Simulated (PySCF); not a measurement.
VOCl3, SMILES [O]=[V]([Cl])([Cl])[Cl], multiplicity 1. Atoms are numbered in the order given.

```xyz
5

V      0.0000     0.0000    -0.2605
O      0.0000     0.0000    -1.8189
Cl     1.7683     1.0210     0.4028
Cl    -1.7683     1.0210     0.4028
Cl     0.0000    -2.0419     0.4028
```

Geometry: PBE-D3(BJ)/def2-SVP. The multiplicity is an assumed one; other spin states were not compared.

Level of theory: HF/def2-TZVP run with PySCF.

Atomic charges (e):

```
atom  Mulliken  Löwdin
----  --------  ------
V1        1.61   -0.22
O2       -0.50   -0.19
Cl3      -0.37    0.14
Cl4      -0.37    0.14
Cl5      -0.37    0.14
```
